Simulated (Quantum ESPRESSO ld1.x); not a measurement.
Ta V, configuration [Xe] 4f14 6p1 (not the ground configuration).

All-electron calculation, scalar-relativistic Kohn-Sham, LDA (Slater exchange, Perdew-Zunger correlation), spin-polarised, spherical densities, point nucleus; open shells are filled with parallel spins first. Program: ld1.x of Quantum ESPRESSO 7.5.

Energy parts (eV):
| part | energy |
|---|---|
| total | -424274.6 |
| kinetic | 466136.2 |
| electron-nucleus | -1044876.5 |
| Hartree | 162748.8 |
| exchange-correlation | -8283.1 |

Orbitals (lengths in bohr, moments of r in powers of bohr; <r^-3> diverges for s and p1/2):
orbital  occ.  eigenvalue (eV)  <r^-3>
1s up       1         -67362.7       -
1s down     1         -67362.7       -
2s up       1         -11614.6       -
2s down     1         -11614.6       -
2p up       3         -10187.9   18730
2p down     3         -10187.9   18730
3s up       1         -2696.87       -
3s down     1         -2696.86       -
3p up       3         -2272.61    4154
3p down     3         -2272.60    4154
3d up       5         -1776.84   537.3
3d down     5         -1776.83   537.3
4s up       1         -587.120       -
4s down     1         -587.099       -
4p up       3         -447.905   961.6
4p down     3         -447.881   961.6
4d up       5         -269.720   105.8
4d down     5         -269.691   105.9
4f up       7         -72.5079   17.41
4f down     7         -72.4633   17.42
5s up       1         -120.191       -
5s down     1         -120.091       -
5p up       3         -85.5795   143.1
5p down     3         -85.4375   143.5
6p up       1         -31.3833   28.36
6p down     0         -30.0760   28.72

The highest occupied level is 6p up at -31.383 eV. Spin moment in Bohr magnetons: 1.

Run on one thread of a shared host, so times are rough (Intel(R) Xeon(R) Processor @ 2.60GHz): 0.9 s of CPU time, 0.95 s wall, 28 iterations on 2113 mesh points.
